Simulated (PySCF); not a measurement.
# Reading the logs of faulty runs: BGeH3NO

Calculated results; nothing here was measured. They come from PySCF 2.14.0, an open-source quantum chemistry program, on an isolated molecule that a program drew, which may never have been made. The molecule is BGeH3NO (charge 0, doublet), drawn as the SMILES string `[BH][Ge]([NH2])=[O]`.

Each row is a Hartree-Fock (HF) and frozen-core CCSD(T) single point in the cc-pVDZ basis, meant for a local HF minimum. Run 1 is clean. Each other run has one planted mistake out of seven kinds, and not every kind appears here: one electron removed, one electron added, multiplicity raised by two, geometry at a saddle point, minimal basis STO-3G, one bond length entered in bohr, all coordinates scaled. The reference is restricted for singlets and unrestricted otherwise, and also for a bond in bohr. Adding or removing an electron swaps singlet and doublet. Electrons count all cores. HOMO and LUMO are orbital energies over both spins, the gradient is its largest component, and the lowest frequency (negative if imaginary) is given only where the gradient is small. Bond lengths are over the 6 bonds as drawn. T1 is the CCSD diagnostic: over 0.02 (restricted) or 0.045 (unrestricted) a single reference is doubtful. Germanium has the cc-pVDZ-PP basis, with a core potential (ECP10MDF) in place of its 10 inner electrons, and its 3s, 3p and 3d shells are frozen in CCSD(T).

Geometry of the clean run:
```xyz
7
BGeH3NO, angstrom
B    -0.1313   -2.3389    4.9132
Ge   -0.8674   -0.7744    3.8243
N    -1.3934   -1.3037    2.2052
O    -1.0364    0.7591    4.3318
H     0.9323   -2.8019    5.1750
H    -1.8750   -0.6705    1.5955
H    -1.4517   -2.2586    1.9124
```

```
run,electrons,basis functions,<S^2>,HOMO (eV),LUMO (eV),gradient (hartree/bohr),lowest frequency (cm^-1),mean bond (Å),longest bond (Å),T1,HF (hartree),CCSD(T) (hartree),mistake
1,55,80,0.762,-9.81,0.32,2.1e-05,154,1.4404,2.043,0.0260,-449.02060,-449.57183,no fault
2,54,80,0.000,-15.99,-7.62,5.0e-02,-,1.4404,2.043,0.0505,-448.69910,-449.26359,one electron removed
3,55,80,1.308,-10.08,0.32,2.5e-02,-,1.6167,2.247,0.0579,-448.89891,-449.45475,one bond length entered in bohr
4,55,80,0.760,-9.72,0.49,1.5e-01,-,1.3410,1.902,0.0227,-448.97345,-449.50562,all coordinates scaled
5,56,80,0.000,-0.99,6.91,5.0e-02,-,1.4404,2.043,0.0217,-449.01414,-449.59371,one electron added
6,55,80,3.789,-7.23,0.29,1.7e-01,-,1.4404,2.043,0.0371,-448.96726,-449.47677,?
```

**Which mistake was planted in run 6, and what did it cost?**

Electrons, basis and geometry are unchanged, and <S^2> is 3.789, beside S(S+1) = 3.75 for a multiplicity of 4. So the mistake is: multiplicity raised by two. Subtracting run 1 and multiplying by 627.51 kcal/mol a hartree, the energy moved by 33.5 kcal/mol in HF and 59.7 kcal/mol in CCSD(T).

Cautions from the logs. Run 2: T1 is over the limit, so its CCSD(T) energy is less reliable; run 3: T1 is over the limit, so its CCSD(T) energy is less reliable; run 5: T1 is over the limit, so its CCSD(T) energy is less reliable.
